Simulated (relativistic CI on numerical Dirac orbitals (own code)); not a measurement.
## One change at a time: Nb6+

Base calculation: Dirac-Coulomb-Breit CI, separate exchange-only KLI orbitals for each configuration, QED by a radiative potential, unscaled Slater integrals.

Configurations in the expansion (outside the closed core [Ar] 3d10): 4s2 4p5, 4s 4p6, 4s2 4p4 4d, 4s 4p5 4d, 4s2 4p4 4f, 4s2 4p4 5s, 4s 4p5 4f, 4s2 4p4 5p, 4s2 4p4 5d, 4p6 4d, 4s 4p4 4d2, 4s2 4p4 6s, 4s2 4p3 4d 4f, 4s2 4p4 6p, 4s 4p5 5s, 4s2 4p4 5f, 4s2 4p4 5g, 4s2 4p4 6d, 4s2 4p4 7s, 4s 4p5 5p, 4s2 4p4 7p, 4s2 4p4 6f, 4s 4p5 5d, 4p6 4f, 4s2 4p3 4d 5p, 4s 4p5 6s, 4s 4p5 6p, 4s2 4p3 4d2, 4s2 4p2 4d3, 4s 4p3 4d3, 4s2 4p2 4d2 4f, 4s2 4p2 4d2 5s, 4s 4p3 4d2 4f, 4p5 4d2, 4p4 4d3, 4p4 4d2 4f, 4p4 4d2 5s, 4s2 4p3 4d 5s, 4s 4p3 4d2 5s, 4s2 4p2 4d 4f 5s, 4s2 4p2 4d 5s2, 4s 4p3 4d 4f 5s, 4p5 4d 5s, 4p4 4d 4f 5s, 4p4 4d 5s2. Double excitations out of closed p, d and f shells are left out; levels of such configurations are missing from the list, as are those of other unlisted configurations, and high levels can miss mixing partners. These lack a partner that the ground configuration has and come out too high: 4s2 4p4 5p, 4s2 4p4 5d, 4s2 4p4 6s, 4s2 4p4 6p, 4s2 4p4 5f.

Variants: (1) one mean potential for all configurations; (2) non-relativistic limit. Shifts of the energy above 4s2 4p5 2P°_3/2, in cm⁻¹, for the lowest level and the first level of each name with at least 55 % of one term (blank where a level changes its place among those of its configuration and J or its character, or is not in the variant):

| Level | Base | Δ(1) | Δ(2) | Measured |
| --- | --- | --- | --- | --- |
| 4s2 4p5 2P°_3/2 | 0 | 0 | 0 | 0 |
| 4s2 4p5 2P°_1/2 | 18881 | -19 | -18881 | 19185 |
| 4s 4p6 2S_1/2 | 209031 | -4 | -23652 | 212501 |
| 4s2 4p4 4d 4D_5/2 | 273658 | +270 | -10857 |  |
| 4s2 4p4 4d 4D_7/2 | 274272 | +272 | -11471 |  |
| 4s2 4p4 4d 4D_3/2 | 274893 | +273 | -12092 |  |
| 4s2 4p4 4d 4D_1/2 | 277086 | +285 | -14285 |  |
| 4s2 4p4 4d 4F_9/2 | 289764 | +256 | -6969 |  |
| 4s2 4p4 4d 2P_1/2 | 294439 | +346 | -9391 |  |
| 4s2 4p4 4d 4F_7/2 | 295095 | +265 | -12300 |  |
| 4s2 4p4 4d 4F_5/2 | 301291 | +273 | -18496 |  |
| 4s2 4p4 4d 4P_1/2 | 301498 | +302 | -9194 |  |
| 4s2 4p4 4d 4P_5/2 | 309608 | +307 | -17304 |  |
| 4s2 4p4 4d 2D_5/2 | 315013 | +320 | -20434 |  |
| 4s2 4p4 4d 2G_7/2 | 319090 | +295 | -18747 |  |
| 4s2 4p4 4d 2G_9/2 | 319821 | +287 | -19477 |  |
| 4s2 4p4 4d 2F_5/2 | 320414 | +330 | -22094 |  |
| 4s2 4p4 4d 2S_1/2 | 379210 | +319 | -17644 |  |
| 4s2 4p4 4d 2P_3/2 | 385920 | +487 |  |  |
| 4s2 4p4 5s 4P_5/2 | 442863 | +2074 | +5826 |  |
| 4s2 4p4 5s 4P_1/2 | 457766 | +2173 | -9078 | 426310 |
| 4s2 4p4 5s 4P_3/2 | 461390 | +2424 |  |  |

At this charge configurations can still be misplaced by up to about 7 % of their energy. 7 of the 8 excited levels that our extract of the measured tables holds in this range could be paired (the sources list more); they are missed by 12699 cm⁻¹ on average and 31456 at most, and levels without a partner can miss by more.

Measured levels: Moore, Atomic Energy Levels, vol. II, NSRDS-NBS 35 (1971 reprint of NBS Circular 467, 1952).

Ionisation energy from the two ground configurations alone: base 117.877 eV. The NIST ASD value (measured) is 119.1 eV.

LS names give the leading component of a level, which can be under half, so a name can repeat, a term be missing and a line seem to break the LS rules.
